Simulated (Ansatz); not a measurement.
Consider the formal hydrolysis of the Si–C bond: `F[SiH](F)C[SiH3]` + H₂O → `O[SiH](F)F` + `C[SiH3]`.

Calculated with Ansatz (gas phase, PBE0-D4/def2-TZVP geometries, no zero-point term in ΔE). CCSD(T)/CBS is the MP2 limit (def2-TZVPP, def2-QZVPP) plus CCSD(T) − MP2 in def2-TZVPP, frozen cores. This one scheme is used for every species. Functionals use def2-TZVPP. One conformer a species, not always the lowest.

`F[SiH](F)C[SiH3]`:

Cartesian coordinates in Å:
```
F -0.377 -1.456 -1.826
Si 0.695 -0.371 -1.378
F 0.324 0.986 -2.121
C 0.607 -0.126 0.442
Si -1.046 0.446 1.136
H 2.011 -0.810 -1.885
H 0.877 -1.073 0.923
H 1.374 0.604 0.724
H -2.107 -0.540 0.811
H -1.412 1.765 0.561
H -0.947 0.576 2.614
```

H₂O:

```xyz
3

O     0.051   -0.326   -0.207
H     0.083   -0.228    0.748
H    -0.133    0.554   -0.541
```

`O[SiH](F)F`:

```xyz
6

O     0.396   -0.788    0.918
Si   -0.284    0.221   -0.143
F    -0.314   -0.410   -1.595
F     0.553    1.559   -0.278
H     1.293   -1.102    0.793
H    -1.644    0.520    0.305
```

`C[SiH3]`:

```xyz
8

C    -0.777    0.079    0.604
Si    0.695   -0.071   -0.541
H    -0.868    1.098    0.987
H    -0.676   -0.597    1.456
H    -1.702   -0.170    0.080
H     0.557    0.853   -1.699
H     0.815   -1.459   -1.064
H     1.955    0.267    0.176
```

Q: Is it downhill or uphill in electronic energy at CCSD(T)/CBS, and by how much? (An estimate is asked.)

A: The calculation gave: Downhill: ΔE = -24.9 kcal/mol.

Q: What do these levels give: PBE-D4, ωB97M-V, PBE0, SCS-MP2/def2-TZVPP, HF/def2-QZVPP, MP2/CBS(def2)? (Best estimate.)

A: Computed: PBE-D4 -23.3, ωB97M-V -25.5, PBE0 -25.1, SCS-MP2/def2-TZVPP -26.7, HF/def2-QZVPP -30.7, MP2/CBS(def2) -25.0 kcal/mol.

Largest T1 diagnostic among the species: 0.011.

The D4 term adds +2.0 kcal/mol with B3LYP and +1.2 kcal/mol with PBE0; it sums over pairs of atoms, weighted by their polarisabilities, and B3LYP, whose exchange is more repulsive, gets the larger term. In def2-TZVPP, CCSD(T) changes the Hartree–Fock value by +4.9 kcal/mol (the triples alone add +0.6 kcal/mol) and MP2 by +4.8 kcal/mol.

B3LYP here is the variant with VWN-RPA as its local correlation; programs differ in this.
